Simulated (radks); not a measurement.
Rb IV, 34 electrons, occupied as [Ar] 3d10 4s2 4p4. Calculated with a radial shooting solver on a logarithmic mesh with Libxc functionals: Dirac Kohn-Sham, BLYP, spin-unpolarised, spherical densities, finite nucleus; open shells fill j = l - 1/2 first; Fermi nuclear charge, rms radius 4.2036 fm.

X-ray form factor f0, the Fourier transform of the density (f0(0) = 34):

| sin(theta)/lambda (1/angstrom) | f0 (electrons) |
|---|---|
| 0.05 | 33.606 |
| 0.1 | 32.501 |
| 0.15 | 30.884 |
| 0.2 | 29.002 |
| 0.25 | 27.068 |
| 0.3 | 25.228 |
| 0.4 | 22.033 |
| 0.5 | 19.410 |
| 0.6 | 17.136 |
| 0.8 | 13.244 |
| 1 | 10.276 |
| 1.25 | 7.902 |
| 1.5 | 6.579 |
| 2 | 5.198 |
